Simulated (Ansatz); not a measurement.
The same ligand exchange along the group Al, Ga, In.

Computed with Ansatz on PBE0-D4/def2-TZVP structures; ΔE is electronic, products minus reactants. CBS: MP2 limit from def2 TZ/QZ plus the TZ coupled-cluster correction, frozen cores. This one scheme is used for every species. DFT in def2-TZVPP. def2 core potentials past Kr. For Ga, In outer-core shells are correlated without core-valence functions, which leaves a few kJ/mol of doubt a bond. Scalar relativity is left out up to krypton. One conformer a species, not always the lowest.

| reaction | PBE0-D4 (kJ/mol) | PBE-D4 (kJ/mol) | MP2/CBS(def2) (kJ/mol) | CCSD(T)/CBS(def2) (kJ/mol) |
| --- | --- | --- | --- | --- |
| `[CH3][Al]([Cl])[N]=C=O` + CH₃OH → `C[O][Al]([CH3])[Cl]` + `N=C=O` | 8 | 2 | 8 | 7 |
| `[CH3][Ga]([Cl])[N]=C=O` + CH₃OH → `C[O][Ga]([CH3])[Cl]` + `N=C=O` | 31 | 23 | 33 | 31 |
| `[CH3][In]([Cl])[N]=C=O` + CH₃OH → `C[O][In]([CH3])[Cl]` + `N=C=O` | 38 | 27 | 39 | 38 |

Largest T1 diagnostic: 0.018, for `N=C=O`.
